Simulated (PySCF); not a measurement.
A search over the determinants of HfO

Unrestricted PBE0; basis Hf def2-TZVPPD with ECP60, O def2-TZVPPD; scalar-relativistic core potentials; PySCF 2.14. Outer shells of the fragments: Hf 5d2 6s2; O 2s2 2p4.

Followed along the bond (rough minima from three points):

| 2Ms+1 | unpaired | ⟨S²⟩ at the start | R at minimum (Å) | Te (eV) |
| --- | --- | --- | --- | --- |
| 1 | none | 0.00 | 1.72 | 0.00 |
| 3 | σ ↑, δ ↑ | 2.02 | 1.74 | 0.83 |
| 1 | σ ↓, δ ↑ | 1.00 | 1.74 | 1.41 |
| 3 | σ ↑, π ↑ | 2.01 | 1.75 | 1.89 |
| 5 | σ ↑, π ↑, δ ↑↑ | 6.00 | 1.99 | 4.56 |

Solutions found at the starting distance of 2.000 Å, counted from the lowest of them; the search is not exhaustive and high or unbound solutions are not listed, so other states can lie among these:

```json
{"2Ms+1": "1", "unpaired": "none", "term": "¹Σ⁺", "E (eV)": "0.00", "⟨S²⟩": "0.00", "⟨Lz²⟩": "0.00", "μ (D)": "-5.16"}
{"2Ms+1": "3", "unpaired": "σ ↑, δ ↑", "term": "³Δ", "E (eV)": "0.54", "⟨S²⟩": "2.02", "⟨Lz²⟩": "4.01", "μ (D)": "-6.61"}
{"2Ms+1": "1", "unpaired": "σ ↓, δ ↑", "term": "mixed", "E (eV)": "1.13", "⟨S²⟩": "1.00", "⟨Lz²⟩": "4.00", "μ (D)": "-6.04"}
{"2Ms+1": "3", "unpaired": "σ ↑, π ↑", "term": "³Π", "E (eV)": "1.53", "⟨S²⟩": "2.01", "⟨Lz²⟩": "1.01", "μ (D)": "-4.91"}
{"2Ms+1": "1", "unpaired": "σ ↓, π ↑", "term": "mixed", "E (eV)": "1.92", "⟨S²⟩": "1.01", "⟨Lz²⟩": "1.26", "μ (D)": "-5.33"}
{"2Ms+1": "3", "unpaired": "σ ↑↑", "term": "³Σ⁺", "E (eV)": "2.18", "⟨S²⟩": "2.02", "⟨Lz²⟩": "0.00", "μ (D)": "-2.86"}
{"2Ms+1": "3", "unpaired": "π ↑, δ ↑", "term": "mixed", "E (eV)": "2.33", "⟨S²⟩": "2.04", "⟨Lz²⟩": "5.01", "μ (D)": "-1.91"}
{"2Ms+1": "1", "unpaired": "π ↓, δ ↑", "term": "mixed", "E (eV)": "2.33", "⟨S²⟩": "1.05", "⟨Lz²⟩": "5.02", "μ (D)": "-1.90"}
{"2Ms+1": "3", "unpaired": "π ↑, δ ↑", "term": "mixed", "E (eV)": "2.87", "⟨S²⟩": "2.05", "⟨Lz²⟩": "5.01", "μ (D)": "-5.73"}
{"2Ms+1": "5", "unpaired": "σ ↑, π ↑, δ ↑↑", "term": "⁵Π", "E (eV)": "3.16", "⟨S²⟩": "6.00", "⟨Lz²⟩": "1.03", "μ (D)": "-3.53"}
{"2Ms+1": "5", "unpaired": "σ ↑, π ↑↑, δ ↑", "term": "mixed", "E (eV)": "3.29", "⟨S²⟩": "6.00", "⟨Lz²⟩": "5.96", "μ (D)": "-1.88"}
{"2Ms+1": "5", "unpaired": "σ ↑, π ↑↑, δ ↑", "term": "mixed", "E (eV)": "3.43", "⟨S²⟩": "6.00", "⟨Lz²⟩": "5.92", "μ (D)": "-1.74"}
{"2Ms+1": "5", "unpaired": "σ ↑, π ↑↑, δ ↑", "term": "mixed", "E (eV)": "3.44", "⟨S²⟩": "6.00", "⟨Lz²⟩": "6.01", "μ (D)": "-1.84"}
```

A term symbol is given only where ⟨S²⟩ and ⟨Lz²⟩ are close to those of a pure state; real π, δ and φ orbitals otherwise mix terms. A positive dipole means Hf(−)O(+).

Problem. Compare the gap between the two lowest followed solutions at the starting distance with the gap between their minima.

Solution. At PBE0 the second solution (triplet, unpaired electrons σ ↑, δ ↑) lies +0.54 eV from the first (singlet, closed shell) at 2.000 Å and +0.83 eV at the minima; the two curves relax by different amounts, since their minima lie near 1.74 and 1.72 Å.

Spin–orbit coupling is left out. Counting both spins, an empty level lies below a filled one in some of these solutions, because spin and occupation are held.
